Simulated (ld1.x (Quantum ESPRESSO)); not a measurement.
**Lu (Z = 71), PAW: configuration errors across variants**

Lu, PAW, made with ld1.x (Quantum ESPRESSO) 7.5 (PBE, scalar-relativistic). Core [Xe], reference 4f14 5d1 6s2 6p0. Waves: 6s (bound): rcut 2.85, rcutus 3.55 bohr; 6s channel at 0.05 Ry: rcut 2.85, rcutus 3.55 bohr; 6p (bound, empty): rcut 3.25, rcutus 3.50 bohr; 6p channel at 1.75 Ry: rcut 3.25, rcutus 3.50 bohr; 5d (bound): rcut 2.70, rcutus 3.15 bohr; 5d channel at 0.25 Ry: rcut 2.70, rcutus 3.15 bohr; 4f (bound): rcut 0.50, rcutus 0.60 bohr; 4f channel at 0.45 Ry: rcut 0.50, rcutus 0.60 bohr. Local part: all-electron potential smoothed inside 3.45 bohr (lloc = -1). Core correction: a·sin(br)/r model core, default radius (ld1.x builds one for every PAW set, though the input has nlcc=.false.). Augmentation charge: PSQ, inside the norm-conserving radii.

All-electron excitation energies from the reference (eV): (1) 4f14 5d1 6s1 6p0 7.365; (2) 4f14 5d1 6s0 6p0 20.644; (3) 4f14 5d1 6s0 6p2 7.030; (4) 4f14 5d1 6s1 6p1 3.419; (5) 4f14 5d1.5 6s1.5 6p0 1.481; (6) 4f14 5d2 6s0 6p0 9.892.

The default core radius of the base comes out at 0.57 bohr.

The overlap operator is not positive definite (basis up to 400 Ry) in “local potential all-electron potential smoothed inside 0.75 bohr (lloc = -1)”. Such files are unfit for use, however small their errors in these radial tests.

Tests that are not counted but printed errors over 1 eV. “base”: 4f14 5d0 6s0 6p0 (solver errors, printed error -3459 eV). “waves 5d (bound): rcut 2.70, rcutus 3.22 bohr; 5d channel at 0.25 Ry: rcut 2.70, rcutus 3.22 bohr”: 4f14 5d0 6s0 6p0 (solver errors, printed error -3459 eV). “waves 4f (bound): rcut 0.50, rcutus 0.52 bohr; 4f channel at 0.45 Ry: rcut 0.50, rcutus 0.52 bohr”: 4f14 5d0 6s0 6p0 (solver errors, printed error -3459 eV).

5 further variants failed, have other tests or another functional or relativity, and are left out.

A true bound ghost makes a file unfit for plane-wave use even where its test errors are small: the radial tests pick states by their node count and pass the ghost by.

Errors AE − PS in meV (a dash: test not solved or not reliable):

```csv
change,(1),(2),(3),(4),(5),(6),bound ghosts
base,-3.0,-13,-5.3,-0.8,-3.8,-0.7,none
local potential all-electron potential smoothed inside 0.75 bohr (lloc = -1),–,–,–,–,–,–,"p, d (s not tested, overlap not positive)"
core correction a·sin(br)/r model core inside 0.30 bohr,-4.7,-30,-8.5,-2.4,-4.3,-21,none
"waves 5d (bound): rcut 2.70, rcutus 3.22 bohr; 5d channel at 0.25 Ry: rcut 2.70, rcutus 3.22 bohr",–,-18,-5.3,-0.8,-3.5,-1.7,none
"waves 4f (bound): rcut 0.50, rcutus 0.52 bohr; 4f channel at 0.45 Ry: rcut 0.50, rcutus 0.52 bohr",-3.0,-13,-5.0,-0.7,-3.8,-0.7,not determined
```

Question: Give the same row for: local potential all-electron potential smoothed inside 3.80 bohr (lloc = -1).

Answer: -3.1, -17, -5.6, -0.9, -3.8, -2.2; bound ghosts: none. Not counted: 4f14 5d0 6s0 6p0 (solver errors, printed error -3459 eV).
